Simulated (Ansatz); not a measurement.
Cartesian coordinates (Å):
SMILES: [SiH3][Al]([SiH3])[SiH3]
```xyz
13

Si    -0.7394     2.2480    -0.7255
Al     0.0354     0.0214    -0.0267
Si     2.4173    -0.5753     0.0932
Si    -1.6470    -1.6561     0.6084
H     -1.7345     2.1391    -1.8317
H     -1.4271     2.9221     0.4155
H      0.3545     3.1486    -1.1855
H      2.7412    -1.5237    -1.0140
H      3.3362     0.5905    -0.0327
H      2.7369    -1.2729     1.3725
H     -1.1455    -3.0559     0.5053
H     -2.8887    -1.5552    -0.2106
H     -2.0395    -1.4307     2.0318
```
Charge 0, multiplicity 1.

These are frozen-core CCSD(T)/cc-pVTZ // PBE0-D3(BJ)/def2-TZVP (Ansatz, a first-principles code) values and carry that method's errors.

| Quantity | Value |
|---|---|
| HF energy | -1113.98270 Ha |
| MP2 correlation energy | -0.45968 Ha |

Q: Estimate the CCSD correlation energy, the (T) correction, the total energy and the T1 diagnostic.

A: 
```
Property                          Value
-----------------------  --------------
CCSD correlation energy     -0.54549 Ha
(T) correction              -0.01874 Ha
CCSD(T) total energy     -1114.54693 Ha
T1 diagnostic                     0.014
```
